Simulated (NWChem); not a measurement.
Which level was it?

The species is Cu2 (2 atoms), meant as a singlet with charge 0. SMILES: `[Cu][Cu]`. Geometry: the measured bond length.

```xyz
2

Cu    0.0000    0.0000    0.0000
Cu    0.0000    0.0000    2.2197
```

Orbital energies are those of the mean-field step.

A calculation with NWChem 7.3.0 gave:

```yaml
total_energy: -3278.0890 Eh
HOMO_energy: -6.24 eV
LUMO_energy: 0.45 eV
HOMO–LUMO_gap: 6.69 eV
```

Task: Which of these levels gave the numbers?
A. CCSD/def2-SVPD
B. HF/def2-SVPD
C. HF/6-31G** (spherical functions)
D. BLYP/def2-SVPD

Result: A. The others give -3277.1906 Eh (HF/6-31G** (spherical functions)), -3277.3975 Eh (HF/def2-SVPD), -3280.7368 Eh (BLYP/def2-SVPD).
